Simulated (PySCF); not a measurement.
# Pm¹⁷⁺ (promethium, charge +17) across methods

[Kr] 4d8, high-spin 3F determinant. All numbers are calculated (PySCF 2.14, the spin-free X2C one-electron Hamiltonian (Gaussian nucleus), in an uncontracted even-tempered set (20 s from 0.86 bohr⁻², ratio 2.5; 15 p from 1.1 bohr⁻², ratio 2.5; 10 d from 1.1 bohr⁻², ratio 2.5; 4 f from 6.7 bohr⁻², ratio 2.7; 4 g from 10 bohr⁻², ratio 2.7)).

| method | E (hartree) | mean ε 4p β (eV) | mean ε 4d α (eV) | mean ε 4d β (eV) | Σ⟨r²⟩ (bohr²) | ⟨S²⟩ |
| --- | --- | --- | --- | --- | --- | --- |
| r2SCAN | -9919.03 | -605.53 | -488.19 | -485.12 | 8.112 | 2.001 |
| UHF | -9916.30832 | -629.00 | -505.14 | -501.27 | 8.119 | 2.002 |
| PBE0 | -9918.66 | -609.72 | -491.69 | -488.64 | 8.111 | 2.000 |
| PBE | -9918.60 | -602.61 | -486.60 | -483.81 | 8.111 | 2.000 |

(1) Estimate the same row for LDA.

Spin-orbit coupling is strong in this species (close to jj coupling), so the high-spin LS determinant is a model state, not a physical level.

Answers

(1) E (hartree) = -9910.86; mean ε 4p β (eV) = -602.49; mean ε 4d α (eV) = -486.52; mean ε 4d β (eV) = -483.66; Σ⟨r²⟩ (bohr²) = 8.117; ⟨S²⟩ = 2.000.
